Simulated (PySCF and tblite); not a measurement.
Values are calculated unless marked as measured or tabulated.
C4H10GeSi, numbered as in [CH:1]#[C:2][SiH2:3][GeH2:4][CH2:5][CH3:6].

Free energies: PBE0-D3(BJ)/def2-SVP (IEF-PCM, tetrahydrofuran) on GFN2-xTB structures plus GFN2-xTB thermal terms, symmetry and mirror images included. Conformers within 2.5 kcal/mol (GFN2-xTB free energy) were kept, 4 at most. (PySCF 2.14, tblite 0.8.)

Rotational constants are equilibrium values for the commonest isotopes; dipoles come from the energy level named and are polarised by its solvent model.

Torsions listed: C2–Si3–Ge4–C5, Si3–Ge4–C5–C6. Of a mirror pair one member is shown.

```csv
conformer,shape,symmetry,weight %
1,"54°, -178°",C1 (pair),40.4
2,"65°, -59°",C1 (pair),25.3
3,"180°, 58°",C1 (pair),23.6
4,"16°, 57°",C1 (pair),10.8
```

Sets of constants, in random order:

```
set  A (MHz)  B (MHz)  C (MHz)  abs μa (D)  abs μb (D)  abs μc (D)
  P     2219     1335      922        0.12        1.03        0.21
  Q     3077      981      799        0.30        0.97        0.33
  R     2325     1251      899        0.14        0.93        0.28
  S     4376      877      774        0.69        0.27        0.11
```

(1) Match each set to its conformer.

The cap on conformers cut off some of the population, so the set may be incomplete.

Answers

(1) P is conformer 4, Q is conformer 1, R is conformer 2, S is conformer 3.


Conformer gaps in def2-SVP on xTB geometries can be 2 kcal/mol too large for S=O, P=O and other polar bonds.